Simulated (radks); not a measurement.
Values are calculated unless marked as measured or tabulated.
Ba3+, configuration [Kr] 4d8 5s2 5p5 6s2 (not the ground configuration).

Code: a radial shooting solver on a logarithmic mesh with Libxc functionals. Model: Dirac Kohn-Sham, BLYP, spin-unpolarised, spherical densities, finite nucleus; open shells fill j = l - 1/2 first; Fermi nuclear charge, rms radius 4.8378 fm.

Energy parts (hartree):
total: -8130.1252
kinetic: 8680.2554
electron-nucleus: -19670.4228
Hartree: 3056.5403
exchange-correlation: -196.4981

Orbitals (lengths in bohr, moments of r in powers of bohr; <r^-3> diverges for s and p1/2):
orbital  occ.  eigenvalue (hartree)  <r^-3>      <r^2>
1s1/2       2             -1370.464       -  0.0008884
2s1/2       2             -218.4695       -    0.01415
2p1/2       2             -205.9484       -    0.01041
2p3/2       4             -191.9147    6297    0.01168
3s1/2       2             -47.83328       -    0.09723
3p1/2       2             -42.57906       -    0.09200
3p3/2       4             -39.86248    1249    0.09972
3d3/2       4             -30.64576   203.1    0.08239
3d5/2       6             -30.06590   186.0    0.08459
4s1/2       2             -10.95087       -     0.5012
4p1/2       2              -9.02216       -     0.5361
4p3/2       4              -8.43512   271.2     0.5766
4d3/2       4              -5.26440   36.86     0.6836
4d5/2       4              -5.16096   33.53     0.6991
5s1/2       2              -2.62139       -      2.519
5p1/2       2              -2.04278       -      3.021
5p3/2       3              -1.93453   50.03      3.244
5d3/2       0              -1.10719   5.048      5.264
5d5/2       0              -1.09312   4.591      5.374
6s1/2       2              -0.88408       -      11.56
6p1/2       0              -0.71812       -      14.57
6p3/2       0              -0.69443   11.06      15.41
7s1/2       0              -0.42083       -      38.48

The highest occupied level is 6s1/2 at -24.057 eV. The configuration is held as typed, so some empty levels lie below it. The electron density at the nucleus is 3.23e+05 e/bohr^3. Summed over all electrons, <r^2> = 55.55 bohr^2, which gives a Langevin (diamagnetic) susceptibility term of -44 x 10^-6 cm^3/mol. The density falls to 0.001 e/bohr^3 at r = 4.61 bohr.
